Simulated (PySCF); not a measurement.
# Gas-phase thermal properties of MgCl2

Energies from PySCF, thermal terms from the rigid-rotor harmonic-oscillator model, ideal gas at 1 bar. Table values come from the NASA 1993 polynomials. 6-31G* has spherical d functions here. All species are closed-shell singlets. B3LYP is the form with VWN-RPA correlation. The harmonic model lacks anharmonicity and excited electronic states, which grow with temperature; levels with a mode under 35 cm⁻¹ are left out. Soft modes under 120 cm⁻¹ make the harmonic entropy rough for MgCl2. The table's entry may be an old estimate for MgCl2 (not checked at source).

```tsv
level	point group	σ	ZPE (kJ/mol)	S°298 (J/mol/K)	Cp298 (J/mol/K)	S°1000 (J/mol/K)	H1000 − H298 (kJ/mol)
table	-	-	-	277.0	57.1	349.8	42.5
B3LYP/6-31G*	D∞h	2	6.9	272.1	56.5	344.5	42.3
HF/6-31G*	D∞h	2	7.1	271.1	56.2	343.3	42.3
PBE/def2-SVP	D∞h	2	6.8	272.5	56.5	344.9	42.3
PBE0/def2-TZVP	D∞h	2	6.9	272.1	56.3	344.4	42.3
```
σ: rotational symmetry number. Electronic degeneracy used: 1. Frequencies are unscaled.
